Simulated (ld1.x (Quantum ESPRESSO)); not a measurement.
**H (Z = 1): one change to an ultrasoft potential, before and after**

hydrogen (H), ultrasoft, made with ld1.x (Quantum ESPRESSO) 7.5 (LDA (PZ), non-relativistic). Core none, reference 1s1. Waves: 1s (bound): rcut 1.25, rcutus 1.45 bohr; 1s channel at 0.8 Ry: rcut 1.25, rcutus 1.45 bohr; 2p channel at 0.3 Ry: rcut 1.30, rcutus 1.50 bohr; 2p channel at 0.65 Ry: rcut 1.30, rcutus 1.50 bohr. Local part: all-electron potential smoothed inside 1.30 bohr (lloc = -1). Core correction: none. Augmentation charge: PSQ, radius 1.00 bohr.

All-electron outer shells of the reference configuration (LDA (PZ), non-relativistic, ld1.x):

| shell | level (eV) | outermost node (bohr) | outermost maximum (bohr) |
| --- | --- | --- | --- |
| 1s | -6.36 | – | 1.05 |

Change: waves 1s (bound): rcut 0.90, rcutus 0.96 bohr; 1s channel at 0.8 Ry: rcut 0.90, rcutus 0.96 bohr.

Cutoffs: the cutoffs (Ry, on a coarse ladder) from which the occupation-weighted sum of valence levels, in a spherical-Bessel basis at the reference potential, stays within 10 and 1 mRy of its value at 400 Ry; they do not see the model core or the augmentation charge, which bear on the density cutoff. Errors are all-electron minus pseudo energies relative to the spin-unpolarised reference configuration.

Problem. Predict the effect on cutoff, ghosts and configuration errors.

Solution. The potential gets harder (10 Ry and 18 Ry → 18 Ry and 40 Ry); of the 3 tests that both files solve, the error grows in 0 and shrinks in 2 by more than 15 % and 0.3 meV (median size 0.9 → 0.5 meV); neither file shows a bound ghost. A smaller radius makes the pseudo-wave follow the all-electron one further in, where it bends more sharply, so more plane waves are needed.

| quantity | base | changed |
| --- | --- | --- |
| cutoff, loose | 10 Ry | 18 Ry |
| cutoff, tight | 18 Ry | 40 Ry |
| bound ghosts | none | none |
| error for 1s0.5, meV [ΔE 4.64 eV] | +0.9 | +0.4 |
| error for 1s1 (spin-polarised), meV [ΔE -0.90 eV] | -2.7 | -1.6 |
| error for 1s0.5 (spin-polarised), meV [ΔE 4.26 eV] | -0.7 | -0.5 |
| s: phases at 1.66 bohr within 0.05 rad from the reference energy up to (Ry; the scan ends near 5) | 4.6 | to the end of the scan |
| p: phases at 1.66 bohr within 0.05 rad from the reference energy up to (Ry; the scan ends near 5) | to the end of the scan | to the end of the scan |
| lowest overlap eigenvalue by channel | s 0.95, p 0.98 | s 0.98, p 0.98 |
